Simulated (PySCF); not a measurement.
Compound: Nb(NEt)(OH)3, C2H8NNbO3 (singlet state).
Structure used (PBE0-D3(BJ)/def2-SVP), in Å, numbered top down from 1:
```
atom  x, y, z in Å
Nb1   -0.2016   -0.4052   -1.5520
N2    -0.1759   -0.3778    0.1955
C3    -0.0748   -0.3021    1.6118
C4     0.5192    1.0186    2.0817
H5    -1.0739   -0.4445    2.0664
H6     0.5485   -1.1391    1.9793
H7     0.5970    1.0462    3.1796
H8     1.5245    1.1614    1.6580
H9    -0.1072    1.8640    1.7583
O10    1.6248   -0.1520   -2.0951
H11    1.9207   -0.1189   -3.0108
O12   -1.3056    1.0041   -2.2031
H13   -1.7811    1.7191   -1.7726
O14   -0.8917   -2.0750   -2.1577
H15   -1.1556   -2.8748   -1.6954
```

The calculation used PBE0-D3(BJ)/def2-SVP geometry optimisation, gas phase, def2 core potentials past Kr (PySCF).

Take the most abundant isotopes and a rigid rotor. The values belong to one conformer.

(1) What are A, B and C (GHz)?

(2) What kind of rotor is it?

(3) What does the inertial defect say?

(4) Give the other two planar moments, Paa and Pbb, and the rms extents of the mass along the axes.

(5) List the rotational levels J(Ka,Kc) to J = 5 (MHz).

(6) Predict some low-J microwave lines.

(7) Estimate the classical rotational partition function at 10 K, 200 K and 500 K.

Answers

(1) Ia = 194.03, Ib = 479.58, Ic = 491.37 u·Å²; 505379 MHz·u·Å²/I gives 2605, 1054 and 1029 MHz, that is A = 2.6046, B = 1.0538, C = 1.0285 GHz.

(2) A near-prolate asymmetric top; Ray's κ = -0.968.

(3) Not planar: Δ = Ic − Ia − Ib = -182.23 u·Å². For a rigid frame Δ = −2 Σ m c², so Σ m c² = 91.12 u·Å² lies off the ab plane: 12.02 from hydrogen and 79.10 from heavier atoms. The atom farthest from that plane is 2.31 Å away.

(4) Paa = Σ m a² = (Ib + Ic − Ia)/2 = 388.46 and Pbb = Σ m b² = (Ia + Ic − Ib)/2 = 102.91 u·Å². With the mass M = 186.96 u, the rms extents √(P/M) along a, b and c are 1.44, 0.74, 0.70 Å.

(5) Above 0(0,0):
J = 1: 1(0,1) 2082, 1(1,1) 3633, 1(1,0) 3658
J = 2: 2(0,2) 6247, 2(1,2) 7772, 2(1,1) 7848, 2(2,1) 12501, 2(2,0) 12501
J = 3: 3(0,3) 12492, 3(1,3) 13981, 3(1,2) 14133, 3(2,2) 18748, 3(2,1) 18749, 3(3,1) 26565, 3(3,0) 26565
J = 4: 4(0,4) 20818, 4(1,4) 22259, 4(1,3) 22512, 4(2,3) 27077, 4(2,2) 27081, 4(3,2) 34895, 4(3,1) 34895, 4(4,1) 45839, 4(4,0) 45839
J = 5: 5(0,5) 31224, 5(1,5) 32606, 5(1,4) 32986, 5(2,4) 37488, 5(2,3) 37498, 5(3,3) 45308, 5(3,2) 45308, 5(4,2) 56251, 5(4,1) 56251, 5(5,1) 70322, 5(5,0) 70322
Those of J = 1 are B + C, A + C and A + B.

(6) The dipole components are |μa| = 0.59 D, |μb| = 0.56 D, |μc| = 0.72 D. Intensities carry the squares of the components, which stand as 0.67 : 0.60 : 1.00 (a : b : c). Some lines, for components of 0.1 D or more:

```
type  branch         J(Ka,Kc)    MHz  lower level (cm⁻¹)
   c       Q  3(1,3) ← 3(0,3)   1489               0.417
   b       Q  4(1,3) ← 4(0,4)   1694               0.694
   b       R  2(0,2) ← 1(1,1)   2613               0.121
   c       R  1(1,0) ← 0(0,0)   3658               0.000
   a       R  2(1,2) ← 1(1,1)   4139               0.121
   b       Q  4(2,3) ← 4(1,4)   4817               0.742
   b       R  2(1,2) ← 1(0,1)   5690               0.069
   a       R  3(0,3) ← 2(0,2)   6246               0.208
   a       R  4(1,4) ← 3(1,3)   8278               0.466
   a       R  4(3,1) ← 3(3,0)   8330               0.886
   b       R  2(2,1) ← 1(1,0)   8842               0.122
   b       R  2(2,0) ← 1(1,1)   8868               0.121
   b       Q  4(4,1) ← 4(3,2)  10944               1.164
   b       R  3(3,1) ← 2(2,0)  14064               0.417
   c       R  3(3,1) ← 2(2,1)  14065               0.417
   b       R  4(3,2) ← 3(2,1)  16146               0.625
   c       R  4(4,0) ← 3(3,0)  19274               0.886
   c       R  4(4,1) ← 3(3,1)  19274               0.886
```

(7) Point group C1, symmetry number σ = 1; q = (√π/σ)·√((kT/h)³/(ABC)), k/h = 20836.6 MHz/K: 3170 at 10 K, 284000 at 200 K, 1120000 at 500 K.

No frequency check. Constants of a rigid frame at the computed geometry: no zero-point averaging, no centrifugal distortion. A rigid rotor knows nothing of internal rotation, which can split or shift real lines. Quadrupole hyperfine structure (14N) is left out.
